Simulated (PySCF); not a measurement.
C₆ coefficients of unlike pairs at PBE0

Calculated with PySCF 2.14 from the dipole response of each species, C₆(A,B) = (3/π) ∫ α_A(iu) α_B(iu) du, in atomic units, from isotropic polarisabilities. For ions this is the dispersion term alone; charge-induced terms of lower order in 1/R come first.

| species | configuration | basis | relativity | α (bohr³) | C₆ (like pair) |
| --- | --- | --- | --- | --- | --- |
| O³⁺ | [He] 2s2 2p1 (2P) | x2c-QZVPPall with one added diffuse shell each of s, p, d, f type (8s5p4d3f1g) | spin-free X2C | 1.354 | 1.263 |
| Te⁺ | [Kr] 4d10 5s2 5p3 (4S) | def2-TZVPPD with the def2 core potential (28 electrons) (7s6p4d2f) | core potential | 22.19 | 188.0 |
| F²⁺ | [He] 2s2 2p3 (4S) | aug-cc-pVDZ (4s3p2d) | none | 1.247 | 1.581 |
| Zn | [Ar] 3d10 4s2 (1S) | aug-cc-pVTZ-PP with one added diffuse shell each of s, p, d, f, g type with ECP10MDF (7s7p6d4f3g) | core potential | 41.11 | 304.8 |

Q: Estimate C₆ for Te⁺ with O³⁺.

A: The integral gives 14.82. The combination rule 2 C_A C_B / (C_A α_B/α_A + C_B α_A/α_B) gives 14.76 and the geometric mean 15.41.

No spin-orbit coupling is included.

The other pairs:

| pair | C₆ |
| --- | --- |
| F²⁺, O³⁺ | 1.391 |
| Zn, Te⁺ | 227.0 |
| Zn, F²⁺ | 16.75 |
| Zn, O³⁺ | 16.58 |
| F²⁺, Te⁺ | 15.58 |
